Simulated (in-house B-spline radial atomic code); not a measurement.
Ionising Rb III (Rb2+) with different functionals

Computed with a radial B-spline atomic code at the basis-set limit: non-relativistic Hamiltonian, point nucleus, spin-polarised at highest spin, spherical fractional occupations for the functionals, and exact exchange of hybrids averaged over the configuration. The ionisation energy is the difference of two self-consistent energies, [Ar] 3d10 4s2 4p5 → [Ar] 3d10 4s2 4p4, without Breit or QED terms; ε is the level of the shell that loses the electron (its least bound occupied spin orbital). There is no spin-orbit coupling in this Hamiltonian.

```tsv
method	rung	ΔSCF (eV)	-ε(4p) (eV)
PBE0	global hybrid	39.25	34.89
B3LYP	global hybrid	39.32	34.58
TPSSh	global hybrid	39.30	33.97
M06-2X	global hybrid	39.26	36.74
BHandHLYP	global hybrid	?	?
r2SCAN0	global hybrid	39.38	35.12
B97-1	global hybrid	39.19	34.56
HSE06	range-separated hybrid	39.23	34.45
wB97X	range-separated hybrid	?	?
CAM-B3LYP	range-separated hybrid	39.32	36.43
LC-wPBE	range-separated hybrid	39.35	37.99
```

(1) What does wB97X give?

(2) What does BHandHLYP give?

(3) Among the functionals, which spreads more, the ΔSCF values or the orbital energies?

(4) How do they compare with the NIST value?

Results:

(1) ΔSCF 39.12 eV, and -ε(4p) = 37.40 eV.

(2) ΔSCF 39.15 eV, and -ε(4p) = 36.44 eV.

(3) The orbital energies: ΔSCF values span about 0.27 eV and the orbital energies 4.02 eV; here energy differences depend much less on the functional than eigenvalues do.

(4) NIST lists 39.247 eV ± 0.003 (semi-empirical, ground level to ground level). Errors run from -0.13 to +0.14 eV; PBE0 is closest (-0.00 eV), but part of that can be cancellation, since the calculations leave out relativity, Breit-QED terms, multiplet and fine-structure energies.
